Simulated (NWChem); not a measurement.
Species: SiNH$_{4}$F; SMILES N[SiH2]F

```xyz
7

Si     0.4747     0.0857     0.0293
N     -0.3384    -1.4278     0.1486
F     -0.4855     1.3565    -0.3914
H      1.5076    -0.0343    -1.0476
H      1.0333     0.4115     1.3794
H     -0.9643    -1.6201     0.9340
H     -0.6468    -1.9193    -0.6932
```
Atoms are numbered in this order, from 1.

Program: NWChem. All runs use the structure optimised with PBE-D3(BJ)/def2-SVP. Core excitations by TDA in a window of 1s orbitals, non-relativistic and unshifted: absolute energies depend strongly on the exact-exchange share.

Order these by “dipole oscillator strength of that state”, lowest first: F K edge, PBE/def2-TZVP; N K edge, PBE0/def2-TZVP; N K edge, BHandHLYP/def2-TZVP.

F K edge, PBE/def2-TZVP (0.0024), N K edge, PBE0/def2-TZVP (0.0054), N K edge, BHandHLYP/def2-TZVP (0.0093)
